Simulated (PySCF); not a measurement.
# Al²⁺ (aluminium, charge +2) across methods

[Ne] 3p1, 2P determinant (an excited configuration). All numbers are calculated (PySCF 2.14, scalar relativity by spin-free X2C-1e, in aug-cc-pCVTZ-DK with one added diffuse shell each of s, p, d, f type (9s8p6d4f, 91 functions)).

| method | E (hartree) | mean ε 2p α (eV) | mean ε 2p β (eV) | mean ε 3p α (eV) | Σ⟨r²⟩ (bohr²) | ⟨S²⟩ |
| --- | --- | --- | --- | --- | --- | --- |
| BLYP | -241.6838 | -91.766 | -91.616 | -18.752 | 11.00 | 0.750 |
| PBE0 | -241.5517 | -96.604 | -96.382 | -19.612 | 11.13 | 0.750 |
| HSE06 | -241.5671 | -96.147 | -95.925 | -19.224 | 11.12 | 0.750 |
| PW91 | -241.6475 | -91.999 | -91.820 | -18.889 | 11.08 | 0.750 |
| LDA | -240.6021 | -91.877 | -91.694 | -18.696 | 11.02 | 0.750 |
| BHandHLYP | -241.6685 | -101.33 | -101.07 | -20.275 | 11.11 | 0.750 |
| UHF | -241.22171 | -109.75 | -109.38 | -21.503 | 11.41 | 0.750 |
| PBE | -241.5327 | -91.812 | -91.634 | -18.841 | 11.08 | 0.750 |

**Question.** Estimate the same row for r2SCAN.

**Answer.** E (hartree) = -241.6449; mean ε 2p α (eV) = -93.503; mean ε 2p β (eV) = -93.332; mean ε 3p α (eV) = -18.872; Σ⟨r²⟩ (bohr²) = 11.10; ⟨S²⟩ = 0.750.
